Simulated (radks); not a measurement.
The numbers below are computed, except where a source is named.
All-electron atom: Be0.7+ in [He] 2s1.3 (fractional occupations, a model configuration). Level of theory: scalar-relativistic Kohn-Sham, PBE, spin-unpolarised, spherical densities, finite nucleus; Fermi nuclear charge, rms radius 2.519 fm (a radial shooting solver on a logarithmic mesh with Libxc functionals).

X-ray form factor f0, the Fourier transform of the density (f0(0) = 3.3):

sin(theta)/lambda (1/angstrom),f0 (electrons)
0.05,3.142
0.1,2.767
0.15,2.364
0.2,2.049
0.25,1.840
0.3,1.703
0.4,1.519
0.5,1.354
0.6,1.183
0.8,0.865
1,0.615
1.25,0.399
1.5,0.262
2,0.120
